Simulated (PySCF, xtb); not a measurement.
C₂H₇Si, SMILES [CH2][SiH2]C, multiplicity 2.

Geometry: B3LYP-D3(BJ)/def2-SVP. The isomer is the one that the SMILES or the coordinates give; other isomers of the formula were not compared.

These are C-PCM-B3LYP/def2-SVP run with PySCF 2.14.0 values and carry that method's errors.

The values are the electrostatic part of the solvation free energy, E(continuum) − E(gas) at the gas-phase geometry, in a cavity of scaled van der Waals radii (PySCF's table); cavitation and dispersion terms are not included. The dipole moment in vacuum is 0.71 D.

Computed values in water (ε = 78.36), 1-octanol (ε = 9.86), 2-propanol (ε = 19.26):
```tsv
solvent	ε	ΔG(elec) (kcal/mol)	dipole (D)
water	78.36	-0.9	0.95
1-octanol	9.86	-0.8	0.93
2-propanol	19.26	-0.9	0.94
```

For comparison, GFN2-xTB/ALPB(water) (xtb, at the GFN2-xTB geometry, all terms of that model) gives 0.2 kcal/mol.
